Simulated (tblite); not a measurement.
A geometry optimisation, step by step.

Species: C5H11BrSi2.
Atom-mapped SMILES: `[CH3:1][SiH2:2][C:3]1=[CH:4][CH2:5][SiH2:6][C@@H:7]1[Br:8]` (hydrogens: H9, H10, H11 on C1; H12, H13 on Si2; H14 on C4; H15, H16 on C5; H17, H18 on Si6; H19 on C7)

Computed with GFN2-xTB (tblite), gas phase: L-BFGS steps from a force-field or distance-geometry start until the largest atomic force falls under 0.01 eV/Å. 9 of its 60 geometries are shown.

Step 0: E = -647.9828 eV, largest atomic force 2.428 eV/Å
```
atom  x, y, z in Å  |  force x, y, z in eV/Å
C1      2.921    0.644    0.718    0.181   0.960   0.604
Si2     1.850   -0.727    0.079    0.712  -1.357   0.094
C3      0.081   -0.244   -0.032   -1.851   0.856  -1.317
C4     -0.440    0.488   -1.068    0.021  -1.173   1.684
C5     -1.934    0.720   -1.098    0.214  -0.003   0.054
Si6    -2.644   -0.304    0.344   -0.564   0.089  -0.063
C7     -0.903   -0.754    1.007   -0.239   0.199  -0.747
Br8    -0.643    0.209    2.699    0.202  -0.096   0.155
H9      2.854    1.521    0.070    0.064  -0.094   0.163
H10     2.607    0.953    1.729    0.210  -0.076  -0.428
H11     3.960    0.342    0.764    0.065   0.019   0.039
H12     1.957   -1.917    0.981   -0.065   0.312  -0.220
H13     2.318   -1.144   -1.248   -0.034  -0.009  -0.094
H14     0.175    0.870   -1.874   -0.069  -0.052   0.202
H15    -2.355    0.382   -2.051    0.155   0.333   0.067
H16    -2.154    1.786   -0.961    0.055  -0.171  -0.300
H17    -3.482    0.524    1.259    0.337  -0.386  -0.261
H18    -3.360   -1.511   -0.159    0.205   0.314   0.229
H19    -0.819   -1.826    1.211    0.399   0.334   0.139
```

Step 7: E = -648.1878 eV, largest atomic force 0.198 eV/Å
```
atom  x, y, z in Å  |  force x, y, z in eV/Å
C1      2.927    0.661    0.730    0.020   0.045   0.031
Si2     1.865   -0.765    0.079    0.013  -0.091   0.049
C3      0.043   -0.277   -0.053   -0.002  -0.007   0.083
C4     -0.471    0.453   -1.036   -0.057   0.098  -0.162
C5     -1.946    0.725   -1.098    0.022   0.032  -0.053
Si6    -2.680   -0.293    0.322   -0.027  -0.030   0.068
C7     -0.936   -0.744    0.974    0.008  -0.054   0.050
Br8    -0.611    0.190    2.698    0.079   0.032   0.000
H9      2.862    1.531    0.082   -0.002   0.000   0.007
H10     2.623    0.967    1.727   -0.005   0.001  -0.005
H11     3.970    0.360    0.777   -0.008   0.021   0.009
H12     1.952   -1.924    0.986   -0.010   0.065  -0.062
H13     2.315   -1.152   -1.267   -0.031  -0.006   0.025
H14     0.149    0.851   -1.826    0.018  -0.009  -0.038
H15    -2.334    0.425   -2.070    0.014   0.052  -0.078
H16    -2.143    1.794   -1.002    0.041   0.049  -0.036
H17    -3.468    0.496    1.262   -0.005  -0.037   0.042
H18    -3.358   -1.504   -0.140   -0.040  -0.027   0.013
H19    -0.769   -1.786    1.226   -0.029  -0.132   0.057
```

Step 15: E = -648.1959 eV, largest atomic force 0.079 eV/Å
```
atom  x, y, z in Å  |  force x, y, z in eV/Å
C1      2.925    0.666    0.735   -0.012   0.010   0.004
Si2     1.861   -0.759    0.084    0.032  -0.070   0.019
C3      0.036   -0.285   -0.056    0.020  -0.031   0.005
C4     -0.474    0.448   -1.042   -0.011   0.003  -0.057
C5     -1.946    0.730   -1.107    0.007   0.014  -0.009
Si6    -2.680   -0.293    0.319   -0.014  -0.005   0.027
C7     -0.937   -0.756    0.975   -0.004   0.029   0.028
Br8    -0.574    0.194    2.688    0.013  -0.005  -0.031
H9      2.858    1.535    0.085   -0.005   0.017   0.008
H10     2.619    0.972    1.731   -0.006   0.012   0.004
H11     3.969    0.370    0.783   -0.017   0.003   0.004
H12     1.949   -1.921    0.982   -0.004   0.026  -0.004
H13     2.303   -1.156   -1.261   -0.001   0.007  -0.007
H14     0.150    0.843   -1.832    0.013  -0.010  -0.003
H15    -2.330    0.450   -2.089   -0.009  -0.021  -0.005
H16    -2.126    1.803   -1.014    0.010   0.022   0.037
H17    -3.465    0.475    1.279    0.007   0.003   0.016
H18    -3.370   -1.505   -0.130   -0.009  -0.006  -0.013
H19    -0.778   -1.800    1.239   -0.012   0.002  -0.024
```

Step 22: E = -648.1981 eV, largest atomic force 0.036 eV/Å
```
atom  x, y, z in Å  |  force x, y, z in eV/Å
C1      2.916    0.671    0.738   -0.004  -0.002   0.002
Si2     1.863   -0.765    0.086   -0.004  -0.005   0.003
C3      0.037   -0.295   -0.067    0.000  -0.020   0.004
C4     -0.472    0.437   -1.054    0.000   0.011   0.005
C5     -1.943    0.732   -1.107    0.018   0.002  -0.003
Si6    -2.681   -0.290    0.320    0.013   0.008   0.008
C7     -0.937   -0.755    0.969    0.011  -0.004   0.016
Br8    -0.547    0.197    2.673   -0.009  -0.012  -0.015
H9      2.850    1.542    0.090   -0.016  -0.011  -0.003
H10     2.610    0.979    1.735   -0.019  -0.011  -0.005
H11     3.960    0.376    0.789   -0.002   0.010   0.005
H12     1.949   -1.921    0.991    0.007   0.020  -0.012
H13     2.300   -1.156   -1.262    0.020  -0.002   0.015
H14     0.157    0.829   -1.841   -0.030  -0.017  -0.010
H15    -2.335    0.456   -2.087   -0.019   0.021   0.006
H16    -2.111    1.806   -1.000    0.005  -0.005  -0.008
H17    -3.459    0.467    1.295    0.003   0.016  -0.002
H18    -3.376   -1.499   -0.130    0.003   0.009  -0.008
H19    -0.792   -1.801    1.232    0.022  -0.009   0.004
```

Step 30: E = -648.2016 eV, largest atomic force 0.036 eV/Å
```
atom  x, y, z in Å  |  force x, y, z in eV/Å
C1      2.889    0.677    0.746   -0.008   0.011  -0.001
Si2     1.869   -0.776    0.083   -0.032   0.013  -0.011
C3      0.040   -0.323   -0.089   -0.013   0.008  -0.013
C4     -0.474    0.410   -1.074   -0.001   0.011   0.001
C5     -1.939    0.740   -1.099    0.032   0.005  -0.014
Si6    -2.673   -0.279    0.332    0.019   0.007  -0.024
C7     -0.928   -0.768    0.961    0.027   0.008  -0.010
Br8    -0.512    0.194    2.648   -0.006  -0.006   0.033
H9      2.811    1.544    0.095   -0.001   0.009   0.006
H10     2.565    0.977    1.738   -0.005   0.003  -0.007
H11     3.939    0.404    0.808   -0.009   0.012   0.003
H12     1.961   -1.913    1.006    0.000  -0.033  -0.004
H13     2.333   -1.163   -1.254    0.018  -0.022  -0.013
H14     0.144    0.784   -1.878   -0.006  -0.009   0.009
H15    -2.361    0.489   -2.074    0.002   0.003   0.008
H16    -2.075    1.817   -0.979    0.008  -0.012   0.009
H17    -3.437    0.480    1.316    0.007   0.006   0.003
H18    -3.377   -1.471   -0.142   -0.022  -0.024   0.011
H19    -0.784   -1.814    1.225   -0.010   0.009   0.012
```

Step 37: E = -648.2030 eV, largest atomic force 0.023 eV/Å
```
atom  x, y, z in Å  |  force x, y, z in eV/Å
C1      2.872    0.683    0.747    0.005   0.008   0.004
Si2     1.871   -0.783    0.077    0.005   0.018   0.000
C3      0.042   -0.332   -0.098    0.006   0.017   0.011
C4     -0.472    0.401   -1.083   -0.001  -0.023   0.002
C5     -1.933    0.744   -1.098    0.004  -0.006   0.002
Si6    -2.667   -0.277    0.331   -0.001   0.007   0.005
C7     -0.923   -0.768    0.959    0.006  -0.003  -0.007
Br8    -0.502    0.187    2.652   -0.004   0.002  -0.012
H9      2.792    1.551    0.098   -0.016  -0.006  -0.007
H10     2.539    0.979    1.738   -0.017  -0.004  -0.004
H11     3.924    0.421    0.817    0.002  -0.001  -0.001
H12     1.964   -1.921    1.000   -0.003  -0.015  -0.002
H13     2.355   -1.178   -1.252   -0.003  -0.001  -0.009
H14     0.142    0.765   -1.895    0.006  -0.003   0.016
H15    -2.369    0.506   -2.070    0.020   0.009  -0.007
H16    -2.055    1.821   -0.965   -0.004  -0.005   0.000
H17    -3.420    0.487    1.319   -0.010   0.012   0.009
H18    -3.385   -1.465   -0.136    0.004  -0.002   0.012
H19    -0.784   -1.814    1.227    0.001  -0.004  -0.013
```

Step 44: E = -648.2037 eV, largest atomic force 0.022 eV/Å
```
atom  x, y, z in Å  |  force x, y, z in eV/Å
C1      2.863    0.686    0.747   -0.007  -0.006  -0.003
Si2     1.873   -0.786    0.074    0.010   0.005  -0.002
C3      0.045   -0.334   -0.098   -0.002  -0.005   0.002
C4     -0.469    0.395   -1.085    0.013  -0.008   0.007
C5     -1.928    0.744   -1.098   -0.010   0.001   0.011
Si6    -2.665   -0.272    0.334   -0.004  -0.007   0.003
C7     -0.920   -0.768    0.958   -0.016  -0.006   0.002
Br8    -0.499    0.184    2.651    0.003  -0.004  -0.001
H9      2.775    1.553    0.097   -0.004  -0.009   0.000
H10     2.520    0.979    1.735    0.001   0.000  -0.004
H11     3.917    0.434    0.822   -0.008   0.009   0.002
H12     1.964   -1.929    0.992    0.003  -0.007   0.005
H13     2.362   -1.183   -1.253   -0.009   0.010  -0.006
H14     0.146    0.754   -1.898    0.013   0.012  -0.013
H15    -2.364    0.516   -2.072    0.002  -0.008  -0.001
H16    -2.046    1.820   -0.957    0.000   0.014  -0.006
H17    -3.414    0.496    1.323    0.008  -0.001  -0.013
H18    -3.387   -1.462   -0.125    0.006   0.010   0.008
H19    -0.783   -1.816    1.222    0.000   0.002   0.006
```

Step 52: E = -648.2041 eV, largest atomic force 0.013 eV/Å
```
atom  x, y, z in Å  |  force x, y, z in eV/Å
C1      2.854    0.686    0.747   -0.003   0.000  -0.001
Si2     1.875   -0.792    0.073    0.006   0.006  -0.002
C3      0.047   -0.340   -0.098    0.000  -0.003   0.000
C4     -0.464    0.393   -1.084   -0.001  -0.001   0.010
C5     -1.922    0.745   -1.097   -0.012  -0.005   0.001
Si6    -2.662   -0.269    0.335   -0.002  -0.004   0.006
C7     -0.919   -0.772    0.958   -0.002   0.000   0.001
Br8    -0.497    0.180    2.651    0.006   0.002   0.007
H9      2.759    1.550    0.093   -0.002   0.000   0.003
H10     2.505    0.979    1.733   -0.002   0.001  -0.003
H11     3.910    0.446    0.827   -0.005  -0.005  -0.003
H12     1.968   -1.938    0.988    0.008  -0.001  -0.004
H13     2.359   -1.177   -1.259    0.001   0.000   0.002
H14     0.152    0.752   -1.897    0.005   0.002   0.006
H15    -2.357    0.517   -2.070   -0.002  -0.005  -0.009
H16    -2.039    1.823   -0.959    0.006   0.001  -0.003
H17    -3.409    0.506    1.320    0.003   0.003  -0.001
H18    -3.388   -1.460   -0.113    0.000   0.008  -0.007
H19    -0.784   -1.819    1.223   -0.004   0.001  -0.004
```

Step 59: E = -648.2043 eV, largest atomic force 0.009 eV/Å
```
atom  x, y, z in Å  |  force x, y, z in eV/Å
C1      2.847    0.687    0.746    0.000   0.001  -0.001
Si2     1.876   -0.794    0.071    0.001  -0.009   0.000
C3      0.047   -0.344   -0.096    0.005  -0.001  -0.003
C4     -0.462    0.391   -1.081   -0.002   0.005  -0.003
C5     -1.920    0.744   -1.097    0.002   0.001  -0.001
Si6    -2.660   -0.267    0.337   -0.004   0.008  -0.003
C7     -0.919   -0.774    0.960    0.004  -0.001  -0.002
Br8    -0.491    0.177    2.654   -0.003  -0.006  -0.001
H9      2.750    1.549    0.092    0.004   0.006  -0.002
H10     2.496    0.981    1.732    0.000  -0.002   0.004
H11     3.904    0.450    0.828    0.003   0.003   0.001
H12     1.977   -1.943    0.982    0.001   0.005  -0.006
H13     2.359   -1.174   -1.263   -0.001   0.001   0.006
H14     0.157    0.753   -1.890   -0.001  -0.007   0.001
H15    -2.355    0.512   -2.071    0.004  -0.004   0.002
H16    -2.034    1.822   -0.963   -0.005  -0.003  -0.001
H17    -3.404    0.515    1.319   -0.003   0.002   0.008
H18    -3.389   -1.455   -0.113   -0.004   0.002  -0.002
H19    -0.788   -1.822    1.224   -0.002  -0.003   0.005
```

**Question.** Summarise the path.

**Answer.** The energy falls by 21.38 kJ/mol from step 0 to step 59; nine tenths of that is first reached at step 6. It falls at every step. The largest force goes from 2.428 to 0.009 eV/Å. Among the bonds Si2–C3 changes most, from 1.837 to 1.891 Å; the atoms move by 0.098 Å rms after alignment.

**Question.** Follow the three bonds and two angles with the largest change from start to end.

**Answer.** 
```tsv
step	E above end (kJ/mol)	largest force (eV/Å)	Si2–C3 (Å)	C1–Si2 (Å)	C3=C4 (Å)	Si6–C7–H19 (°)	Br8–C7–H19 (°)
0	21.38	2.428	1.837	1.853	1.371	111.4	108.0
3	4.69	0.461	1.890	1.892	1.337	113.9	104.8
5	2.48	0.199	1.890	1.892	1.332	115.9	103.2
8	1.36	0.133	1.892	1.895	1.329	116.5	103.1
10	1.10	0.080	1.894	1.897	1.332	116.6	103.2
13	0.91	0.061	1.893	1.896	1.331	116.8	102.8
15	0.81	0.079	1.890	1.895	1.330	116.5	102.8
18	0.71	0.049	1.890	1.895	1.331	116.0	103.1
21	0.62	0.036	1.892	1.897	1.330	115.8	103.1
23	0.58	0.044	1.891	1.897	1.330	115.9	103.1
26	0.44	0.064	1.890	1.897	1.330	116.1	103.4
28	0.34	0.056	1.891	1.896	1.330	116.3	103.5
31	0.24	0.032	1.892	1.896	1.330	116.4	103.3
33	0.21	0.038	1.891	1.896	1.330	116.4	103.2
36	0.14	0.028	1.891	1.897	1.331	116.3	103.0
38	0.12	0.026	1.892	1.897	1.331	116.3	102.9
41	0.08	0.019	1.892	1.896	1.330	116.2	103.0
44	0.06	0.022	1.891	1.897	1.330	116.2	103.2
46	0.05	0.015	1.891	1.897	1.330	116.3	103.2
49	0.03	0.021	1.891	1.896	1.330	116.4	103.2
51	0.02	0.012	1.891	1.897	1.330	116.4	103.1
54	0.01	0.013	1.891	1.897	1.330	116.3	103.1
56	0.01	0.012	1.891	1.896	1.330	116.3	103.1
59	0.00	0.009	1.891	1.896	1.330	116.3	103.1
```

The cost below is that of the whole relaxation. Hardware: Arm Neoverse N1, one thread, shared host. Cost: 1.0 s wall.
